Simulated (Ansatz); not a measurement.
Geometry optimisation of the cluster Mg₇⁺.

```yaml
crystal:
  periodic: [false, false, false]
  atoms:
    - {symbol: Mg, position_ang: [0.815290, 0.223610, 1.802350]}
    - {symbol: Mg, position_ang: [-0.745120, -1.464200, -0.653130]}
    - {symbol: Mg, position_ang: [0.274630, 1.679240, -0.944360]}
    - {symbol: Mg, position_ang: [2.089230, -0.263490, -2.559900]}
    - {symbol: Mg, position_ang: [2.357400, -1.841440, -0.077820]}
    - {symbol: Mg, position_ang: [-2.603150, 1.994120, 0.335030]}
    - {symbol: Mg, position_ang: [-2.188280, -0.327830, 2.097830]}
basis:
  gaussian: {orbitals: def2-SVP}
total_charge: 1
magnetization: {spin_polarized: true, initial_magnetization: 1}
hamiltonian: {xc: pbe0}
scf: {lower_state_search: "off"}
output: {orbitals: {seedname: orbitals}}
relax: {f_tol: 0.02, max_steps: 100}
```

```sh
$ ansatz run in.yaml --threads 4 --pin off --events-out ev --progress --plain --max-ram 4787MiB
```

Output, abridged:

```
Functional definition: PBE0
mean field -38072.40721613 eV, -1399.1351587883 hartree, gradient 7.6e-6 eV, S^2 0.779759; 0 other end points of the search recorded, 0 dependent functions left out
relax step   1: F+E_penalty+E_count = -38072.40721613 eV  Δ(F+E_penalty+E_count) = +0.000e0 eV  max|allowed force component| = 2.163e-1 eV/Å  Δτ_max = 0.0000 Å  (34 SCF iters, accepted)
mean field -38072.51566533 eV, -1399.1391442228 hartree, gradient 1.0e-5 eV, S^2 0.782491; 0 other end points of the search recorded, 0 dependent functions left out
relax step   2: F+E_penalty+E_count = -38072.51566533 eV  Δ(F+E_penalty+E_count) = -1.084e-1 eV  max|allowed force component| = 1.903e-1 eV/Å  Δτ_max = 0.1674 Å  (42 SCF iters, accepted)
mean field -38072.64102374 eV, -1399.1437510595 hartree, gradient 5.6e-6 eV, S^2 0.786293; 0 other end points of the search recorded, 0 dependent functions left out
relax step   3: F+E_penalty+E_count = -38072.64102374 eV  Δ(F+E_penalty+E_count) = -1.254e-1 eV  max|allowed force component| = 1.728e-1 eV/Å  Δτ_max = 0.1951 Å  (41 SCF iters, accepted)
mean field -38072.72425042 eV, -1399.1468095837 hartree, gradient 4.7e-6 eV, S^2 0.792904; 0 other end points of the search recorded, 0 dependent functions left out
relax step   4: F+E_penalty+E_count = -38072.72425042 eV  Δ(F+E_penalty+E_count) = -8.323e-2 eV  max|allowed force component| = 8.007e-2 eV/Å  Δτ_max = 0.1995 Å  (40 SCF iters, accepted)
mean field -38072.75775380 eV, -1399.1480408099 hartree, gradient 6.2e-6 eV, S^2 0.793530; 0 other end points of the search recorded, 0 dependent functions left out
relax step   5: F+E_penalty+E_count = -38072.75775380 eV  Δ(F+E_penalty+E_count) = -3.350e-2 eV  max|allowed force component| = 8.320e-2 eV/Å  Δτ_max = 0.2000 Å  (43 SCF iters, accepted)
mean field -38072.78534879 eV, -1399.1490549073 hartree, gradient 5.6e-6 eV, S^2 0.793867; 0 other end points of the search recorded, 0 dependent functions left out
relax step   6: F+E_penalty+E_count = -38072.78534879 eV  Δ(F+E_penalty+E_count) = -2.759e-2 eV  max|allowed force component| = 3.717e-2 eV/Å  Δτ_max = 0.1923 Å  (44 SCF iters, accepted)
mean field -38072.78441385 eV, -1399.1490205488 hartree, gradient 3.6e-6 eV, S^2 0.791534; 0 other end points of the search recorded, 0 dependent functions left out
relax step   7: F+E_penalty+E_count = -38072.78441385 eV  Δ(F+E_penalty+E_count) = +9.349e-4 eV  max|allowed force component| = 7.412e-2 eV/Å  Δτ_max = 0.1997 Å  (42 SCF iters, rejected (line search))
mean field -38072.79369029 eV, -1399.1493614517 hartree, gradient 3.5e-6 eV, S^2 0.793625; 0 other end points of the search recorded, 0 dependent functions left out
relax step   8: F+E_penalty+E_count = -38072.79369029 eV  Δ(F+E_penalty+E_count) = -8.341e-3 eV  max|allowed force component| = 1.449e-2 eV/Å  Δτ_max = 0.0963 Å  (42 SCF iters, accepted)
mean field -38072.79443394 eV, -1399.1493887803 hartree, gradient 2.9e-6 eV, S^2 0.793362; 0 other end points of the search recorded, 0 dependent functions left out
relax step   9: F+E_penalty+E_count = -38072.79443394 eV  Δ(F+E_penalty+E_count) = -7.436e-4 eV  max|allowed force component| = 7.920e-3 eV/Å  Δτ_max = 0.0379 Å  (46 SCF iters, accepted)
Total energy: -38072.79447413 eV, -1399.1493902573 hartree
Atom 0 at     0.321326     0.355332     1.918519 Å, force    -0.006231    -0.005279     0.007920 eV/Å
Atom 1 at    -0.765472    -1.088828    -0.640561 Å, force     0.001109     0.001061     0.003629 eV/Å
Atom 2 at     0.950909     1.518729    -0.895033 Å, force    -0.000957    -0.003101    -0.007054 eV/Å
Atom 3 at     1.609733    -0.585521    -2.877084 Å, force    -0.002482     0.004016    -0.000211 eV/Å
Atom 4 at     2.512244    -1.260212    -0.032992 Å, force     0.004692     0.000206    -0.000724 eV/Å
Atom 5 at    -2.195454     1.762623     0.348203 Å, force     0.002615     0.001711    -0.003108 eV/Å
Atom 6 at    -2.433286    -0.702113     2.178950 Å, force     0.001254     0.001386    -0.000451 eV/Å
Dipole moment:    -0.044083    -0.067851    -0.040866 e Å
Checks for a lower state left out: stability, starts, cluster_reference, orbital_swaps, neighbouring_geometries, increment
```

It took 50 s on 4 threads of Arm Neoverse V2 on a shared host.

The structure comes from a short search, and lower isomers may exist.
